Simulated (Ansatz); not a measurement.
One change: `[SiH3]C1=CN1` becomes `[SiH3]SC1=CN1`.

Ansatz, PBE0-D4/def2-TZVP geometries, multiplicity 1. Each molecule was computed in one conformer, which needn't be the lowest.

```csv
property,`[SiH3]C1=CN1`
LUMO energy (PBE/def2-TZVPP) / eV,-1.80
HOMO–LUMO gap (PBE/def2-TZVPP) / eV,3.14
size of the dipole moment (ωB97M-V/def2-TZVPP) / D,1.84
LUMO energy (ωB97M-V/def2-TZVPP) / eV,1.29
HOMO energy (PBE0/def2-TZVPP) / eV,-6.20
size of the dipole moment (B3LYP/def2-TZVPP) / D,1.81
```

(1) What does the change do to each property? (An estimate is asked.)

Answers

(1) The calculation gave: 
```tsv
property	`[SiH3]SC1=CN1`	shift
LUMO energy (PBE/def2-TZVPP) / eV	-1.33	0.47
HOMO–LUMO gap (PBE/def2-TZVPP) / eV	3.41	0.27
size of the dipole moment (ωB97M-V/def2-TZVPP) / D	0.79	-1.05
LUMO energy (ωB97M-V/def2-TZVPP) / eV	1.55	0.26
HOMO energy (PBE0/def2-TZVPP) / eV	-5.93	0.27
size of the dipole moment (B3LYP/def2-TZVPP) / D	0.78	-1.03
```

With PBE0 the HOMO rises by 0.27 eV and the LUMO rises by 0.43 eV, so the gap widens by about 0.16 eV. PBE moves the HOMO by 0.21 eV and ωB97M-V by 0.35 eV. Dipoles are sizes alone; their direction can turn.

B3LYP here is the variant with VWN-RPA as its local correlation; programs differ in this.
